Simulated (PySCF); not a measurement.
Structure problem from calculated spectra and properties.

Formula: C3H8OSi.

| Quantity | Value |
| --- | --- |
| NMR, other nuclei | isotropic shieldings of nuclei other than C and H, by class: -483 (1 O), 391 (1 Si) ppm [GIAO PBE/pcSseg-2] |
| 13C NMR | chemical shifts (computed TMS as zero) by class: 250.4 (1 C), 40.9 (1 C), -11.3 (1 C) ppm [GIAO PBE/pcSseg-2] |
| UV, strongest line | among the 10 lowest singlet transitions: S7 at 7.94 eV (156 nm, f = 0.253) [TDDFT wB97X-D/def2-SVPD] |
| Triplet | lowest triplet excitation (Tamm–Dancoff): 2.94 eV [TDA wB97X-D/def2-SVPD] |
| UV, first state | lowest singlet excitation: 3.56 eV (348 nm, f = 0.001) [TDDFT wB97X-D/def2-SVPD] |
| Dipole | 2.09 D [wB97X-D/def2-SVPD] |
| Rotational structure | rotational constants A, B, C: 6.922, 2.538, 1.957 GHz [PBE0-D3(BJ)/def2-SVP] |

Electronic properties: PySCF, gas phase, density fitting. Levels stand in brackets. Isolated species at its PBE0-D3(BJ)/def2-SVP geometry (one conformer only). NMR values are class means; diastereotopic atoms form classes of their own.

Question: Propose a structure and show how it fits.

Answer: Numbering: `[CH3:1][SiH2:2][C:3]([CH3:4])=[O:5]`. Its formula, C3H8OSi, gives 1 degree of unsaturation: 0 rings and 1 π bond in the structure found. 3 carbons fall into 3 classes; from least to most shielded: carbonyl carbon [C3] (250.4 ppm), methyl carbon next to a carbonyl [C4] (40.9 ppm), Si-methyl carbon [C1] (-11.3 ppm). The other shieldings belong to: -483 ppm, carbonyl oxygen [O5]; 391 ppm, SiH2 silicon [Si2]. The optimised geometry has point group C1 and is an asymmetric top. Structure: `C[SiH2]C(C)=O`. Computed isomers that give other values at the same levels: `C=CCO[SiH3]` (rotational constant A: 19.713 GHz; this holds for the one conformer computed); `C/C=C/O[SiH3]` (rotational constant A: 12.134 GHz; this holds for the one conformer computed); `C1CO[SiH2]C1` (rotational constant A: 6.028 GHz; this holds for the one conformer computed). The assignments are read from this structure; whether some other isomer fits the data as well wasn't checked.

Conformer computed: `[CH3:1][SiH2:2][C:3]([CH3:4])=[O:5]`: C1–Si2–C3–C4 168°.
